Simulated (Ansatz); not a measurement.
C3H6Si, SMILES `C=C1C[SiH2]1` (charge 0, multiplicity 1).

These are Ansatz (a program for electronic structure) with LDA/cc-pVTZ // B3LYP-D3(BJ)/def2-TZVP values and carry that method's errors.

Ansatz 0.2 input:
```yaml
crystal:
  periodic: [false, false, false]
  atoms:
    - { symbol: C, position_ang: [1.63228, -0.631446, -0.277449] }
    - { symbol: C, position_ang: [0.39075, -0.217712, -0.098043] }
    - { symbol: C, position_ang: [-0.285935, 1.011131, 0.474529] }
    - { symbol: Si, position_ang: [-1.423122, -0.329637, -0.174394] }
    - { symbol: H, position_ang: [1.851085, -1.592356, -0.728758] }
    - { symbol: H, position_ang: [2.485556, -0.027448, 0.020584] }
    - { symbol: H, position_ang: [-0.193275, 1.164145, 1.547408] }
    - { symbol: H, position_ang: [-0.173842, 1.93587, -0.087145] }
    - { symbol: H, position_ang: [-2.156188, -1.184772, 0.77772] }
    - { symbol: H, position_ang: [-2.12731, -0.127772, -1.454456] }
basis:
  gaussian: { orbitals: cc-pVTZ }
hamiltonian:
  xc: lda
```

Output:

```
Functional definition: SPW92
1127 factors; their error is unknown
mean field evaluation 1: about -11008.7616 eV, gradient 7.7e1 eV
mean field evaluation 2: about -10951.3825 eV, gradient 1.5e2 eV
mean field evaluation 4: about -11022.3981 eV, gradient 2.4e1 eV
mean field evaluation 8: about -11023.7815 eV, gradient 2.4e-1 eV
mean field evaluation 16: about -11023.7478 eV, gradient 2.7e-5 eV
mean field -11023.74782645 eV, -405.1152604576 hartree, gradient 5.8e-5 eV, S^2 0.000000; 0 other end points of the search recorded, 0 dependent functions left out
reference -11023.74786435 eV, -405.1152618501 hartree; 19, 19 occupied and 189, 189 virtual orbitals, 1127 factors
Total energy: -11023.74786435 eV, -405.1152618501 hartree
```
